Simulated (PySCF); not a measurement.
## C₆ coefficients of unlike pairs at PBE

Calculated with PySCF 2.14 from the dipole response of each species, C₆(A,B) = (3/π) ∫ α_A(iu) α_B(iu) du, in atomic units, from isotropic polarisabilities. For ions this is the dispersion term alone; charge-induced terms of lower order in 1/R come first.

```
species           configuration                                                                           basis     relativity  α (bohr³)  C₆ (like pair)
 Be(2+)                1s2 (1S)                                                    aug-cc-pCVQZ-DK (9s8p6d4f2g)  spin-free X2C    0.05505         0.01197
     C+       [He] 2s2 2p1 (2P)  x2c-QZVPPall with one added diffuse shell each of s, p, d, f type (8s5p4d3f1g)  spin-free X2C      6.081           14.61
    Ge+  [Ar] 3d10 4s2 4p1 (2P)                                                          def2-TZVPPD (7s5p5d1f)           none      19.92           115.3
     He                1s2 (1S)                                                          def2-QZVPPD (4s4p2d1f)           none      1.550           1.697
```

Question: Estimate C₆ for He with Be(2+).

Answer: The integral gives 0.1056. The combination rule 2 C_A C_B / (C_A α_B/α_A + C_B α_A/α_B) gives 0.1022 and the geometric mean 0.1425.

No spin-orbit coupling is included.

The other pairs:

```json
{"pair": "Ge+, Be(2+)", "C₆": "0.6386"}
{"pair": "Ge+, C+", "C₆": "40.55"}
{"pair": "C+, Be(2+)", "C₆": "0.2587"}
{"pair": "He, Ge+", "C₆": "12.87"}
{"pair": "He, C+", "C₆": "4.819"}
```
